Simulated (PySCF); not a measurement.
C₁₁H₉NSe, SMILES c1cc(C=Cc2ccc[se]2)ccn1 (GFN2-xTB optimised geometry):

```
22

C     -0.271    -0.620     0.000
C      0.087     0.676     0.000
C     -0.823     1.782     0.000
C     -2.197     1.782     0.000
C     -2.799     3.054     0.000
C     -1.928     4.101     0.000
Se    -0.164     3.549     0.000
C      0.630    -1.753     0.000
C      0.100    -3.049     0.000
C      0.957    -4.133     0.000
N      2.275    -4.023    -0.001
C      2.786    -2.802     0.000
C      2.025    -1.648     0.000
H     -1.322    -0.875     0.000
H      1.136     0.946     0.000
H     -2.778     0.876     0.000
H     -3.867     3.188     0.000
H     -2.183     5.146     0.000
H     -0.970    -3.198     0.000
H      0.573    -5.146    -0.001
H      3.867    -2.752     0.000
H      2.513    -0.686     0.000
```

Level of theory: PBE/def2-SVP run with PySCF.

Question: What are the frontier orbital energies and the dipole moment?

Answer: HOMO-2 -6.19 eV, HOMO-1 -5.48 eV, HOMO -5.26 eV, LUMO -2.72 eV, LUMO+1 -1.22 eV; dipole moment 3.37 D.

Meta-Löwdin charges at PBE/def2-SVP: C1 -0.11, C2 -0.10, C3 -0.11, C4 -0.14, C5 -0.12, C6 -0.25, Se7 0.30, C8 0.03, C9 -0.13, C10 0.01, N11 -0.24, C12 0.01, C13 -0.14, H14 0.10, H15 0.10, H16 0.12, H17 0.12, H18 0.13, H19 0.11, H20 0.11, H21 0.11, H22 0.11.
